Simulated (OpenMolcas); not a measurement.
Computed levels of 5d³ in ions with 71 electrons, in cm-1 above ⁴F_3/2.

```json
{
  "Program": "OpenMolcas",
  "Method": "SS-CASPT2, IPEA 0.25 Eh, imaginary shift 0.1 Eh",
  "Basis": "ANO-RCC-VTZP",
  "Scalar Hamiltonian": "DKH2, point nucleus",
  "Spin-orbit coupling": "RASSI with atomic mean-field integrals over the reference wave functions, term energies averaged over their components"
}
```

Active space for each ion: 3 electrons in 10 orbitals (5d 6d); closed shells correlated by CASPT2: 5s 5p.

```json
{"Level": "⁴F_5/2", "Ta2+": "2570", "W3+": "3670", "Re4+": "4940", "Ir6+": "8460", "Pt7+": "10470"}
{"Level": "⁴F_7/2", "Ta2+": "5040", "W3+": "6990", "Re4+": "9130", "Ir6+": "14590", "Pt7+": "17550"}
{"Level": "⁴P_1/2", "Ta2+": "9910", "W3+": "18770", "Re4+": "14510", "Ir6+": "19750", "Pt7+": "22610"}
{"Level": "²G_7/2", "Ta2+": "12510", "W3+": "16060", "Re4+": "19480", "Ir6+": "27840", "Pt7+": "32540"}
{"Level": "⁴P_5/2", "Ta2+": "14540", "W3+": "18160", "Re4+": "21570", "Ir6+": "29880", "Pt7+": "34440"}
{"Level": "²P_1/2", "Ta2+": "15000", "W3+": "11760", "Re4+": "23940", "Ir6+": "34920", "Pt7+": "40770"}
{"Level": "²D_5/2(1)", "Ta2+": "18720", "W3+": "24400", "Re4+": "29690", "Ir6+": "41580", "Pt7+": "47930"}
{"Level": "²H_11/2", "Ta2+": "19150", "W3+": "23780", "Re4+": "28150", "Ir6+": "38840", "Pt7+": "44820"}
{"Level": "²F_7/2", "Ta2+": "24560", "W3+": "30750", "Re4+": "36150", "Ir6+": "47880", "Pt7+": "54290"}
```

Q: Estimate ⁴F_7/2, ⁴P_1/2, ²G_7/2 for Os5+ from its neighbours Re4+ and Ir6+.

A: ⁴F_7/2 is fine structure, which grows about as the fourth power of a screened charge, so the fourth roots are averaged: ((9130^0.25 + 14590^0.25) / 2)^4 = 11621. The calculation gives 11670, so the estimate is off by -0.4 %; the measured value is 11444 (the list in Brasseur, Palmeri and Quinet, Atoms 13, 11 (2025)).
⁴P_1/2 is another term, which grows about linearly with the charge: (14510 + 19750) / 2 = 17130. The calculation gives 17180, so the estimate is off by -0.3 %; the measured value is 16772 (the list in Brasseur, Palmeri and Quinet, Atoms 13, 11 (2025)).
²G_7/2 is another term, which grows about linearly with the charge: (19480 + 27840) / 2 = 23660. The calculation gives 23410, so the estimate is off by +1.1 %; the measured value is 22920 (the list in Brasseur, Palmeri and Quinet, Atoms 13, 11 (2025)).

Mixed levels, with the weight of the term that names them: Ta2+ ⁴P_1/2 (52 %), Ta2+ ²P_1/2 (52 %), W3+ ⁴P_1/2 (50 %), W3+ ²P_1/2 (50 %), Re4+ ⁴P_1/2 (63 %), Re4+ ²P_1/2 (63 %), Os5+ ⁴P_1/2 (66 %), Os5+ ²P_1/2 (66 %), Ir6+ ⁴P_1/2 (67 %), Ir6+ ²P_1/2 (67 %), Pt7+ ⁴P_1/2 (67 %), Pt7+ ²G_7/2 (73 %), Pt7+ ²P_1/2 (67 %).

CASPT2 does not keep the components of a term degenerate, so their means are used; among the terms shown or strongly mixed into the levels shown the widest spread is 530 cm-1 (5d³ ⁴F, Ir6+). Over all roots computed the reference weight is 0.90 to 0.96 in W3+; the roots of lowest weight are the least certain, and an intruder state may touch them. Active for correlation alone: 6d; no level in the range computed is led by a configuration that fills it, so any true level of that kind is missing. The CASPT2 spread within a term exceeds the gap to the next term for 5d³ ²P and 5d³ ²G, so the order of their levels is uncertain (holds for Ta2+). Measured partners are found by configuration, term and J. A level has none where our copy of the source lacks it or the pairing is in doubt (some pairs that miss far off the trend of their configuration count as doubtful), and it then counts in no deviation. Levels of configurations outside the active space are missing.

A number in round brackets counts repeated terms of one configuration in the order of the reference energies.
